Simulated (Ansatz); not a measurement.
Cost and result up the ladder for SnO₄H₄ (9 atoms). The state is a singlet with charge 0. Geometry: B3LYP-D4/def2-SVP.

```xyz
9

Sn   -0.1383    1.0286    0.1002
O     0.4089   -1.9081    0.7281
O     1.1900    0.4308    1.2928
O     0.2765    1.4885   -1.7833
O    -0.6312   -1.2834   -0.0666
H     1.1848    1.2459   -2.0191
H    -1.4428   -1.6168    0.3527
H    -1.7174    1.6530    0.3011
H     0.8694   -1.0387    1.0941
```

Ansatz on 4 threads of Arm Neoverse V1 on a shared host. Times are rough, and most runs start from the orbitals of an earlier one. ωB97X-V/def2-TZVP serves as the yardstick here, not as an exact answer. Differences are given only for rows in sets of like size (and for xTB, whose basis is part of the method), since another set adds its own error. Binding counts from free atoms at the same level (Sn triplet, O triplet, H doublet; other spins of the atoms weren't run), without zero-point energy or a counterpoise term.

In the def2 sets Sn takes a core potential, while STO-3G treats all electrons; there is no spin–orbit coupling. B3LYP takes the VWN-RPA correlation. HSE06 is defined as in plane-wave codes, on full-range PBE exchange. Correlated methods freeze 8 core orbitals; core or outer-core shells of Sn are correlated, in sets that lack core-valence functions. The rows differ in basis, and correlated rows in double-zeta sets carry the largest basis error. The structure holds one bond between oxygen atoms, so isomers without such links may lie far lower. The structure comes from a short search, and lower isomers may exist.

Correlated methods converge slowly with the basis, most of all in double-zeta sets.

```csv
level,functions,wall time,binding energy per atom (eV),difference from ωB97X-V/def2-TZVP (eV)
HF/STO-3G,51,0.3 s,1.66,–
PBE-D4/def2-SVP,102,0.8 s,3.14,–
LDA (SPW92)/def2-TZVP,198,1 s,3.76,0.73
PBE0-D4/def2-SVP,102,1.1 s,2.92,–
B3LYP-D4/def2-TZVP,198,2.2 s,3.00,-0.03
PBE0-D4/def2-TZVP,198,2.4 s,2.96,-0.07
HSE06-D4/def2-TZVP,198,2.4 s,2.97,-0.07
PBE-D4/def2-TZVPD,252,2.6 s,3.18,0.15
CAM-B3LYP-D4/def2-TZVP,198,2.6 s,3.02,-0.01
r2SCANh-D4/def2-TZVP,198,3.5 s,2.97,-0.06
PBE0-D4/def2-TZVPD,252,3.7 s,2.97,-0.06
r2SCAN-D4/def2-TZVPD,252,4.5 s,3.05,0.02
ωB97X-V/def2-TZVP (with forces),198,8 s,3.03,0.00
CCSD(T)/def2-SVP,102,9 s,2.72,–
```
